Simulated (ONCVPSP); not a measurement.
## Transferability test, ONCV potential for Hf

ONCVPSP 4.0.1 input, shortened (lines: element, Z, core and valence counts, functional; n l f; lmax; l rc ep ncon nbas qcut; lloc lpopt rc5 dvloc0; l nproj debl; icmod fcfact rcfact), PBEsol, scalar-relativistic:

```
  Hf 72.00   10    4  -116133      upf
    1    0    2.00
    2    0    2.00
    2    1    6.00
    3    0    2.00
    3    1    6.00
    3    2   10.00
    4    0    2.00
    4    1    6.00
    4    2   10.00
    4    3   14.00
    5    0    2.00
    5    1    6.00
    5    2    2.00
    6    0    2.00
    2
    0    1.55    0.00    3    6    6.40
    1    1.55    0.00    4    8   10.20
    2    2.00    0.00    4    7    5.10
    4    5    1.45    3.00
    0    2    2.70
    1    3    1.10
    2    2    0.40
    2    0.20    0.70
```

In the p channel the program set the typed energies aside and used -1.308, 0.250, 1.350 Ha.

Energies are relative to the spin-unpolarised reference configuration 5s2 5p6 5d2 6s2; without spin polarisation the order of configurations can differ from experiment. Not all tests gave a result: 1 of 4 tests not solved or not reliable.

```tsv
valence configuration	charge	ΔE all-electron (eV)	error AE − PS (meV)
5s2 5p6 5d2 6s1	+1	8.009	-2.7
5s2 5p6 5d2 6s0	+2	22.172	-1.6
5s2 5p6 5d2.5 6s1.5	0	1.255	-3.3
```

Levels in the configuration 5s2 5p6 5d2.5 6s1.5:

| level | all-electron (eV) | pseudo (eV) |
| --- | --- | --- |
| 5s | -66.282 | -66.272 |
| 5p | -34.889 | -34.875 |
| 5d | -2.318 | -2.314 |
| 6s | -4.922 | -4.924 |
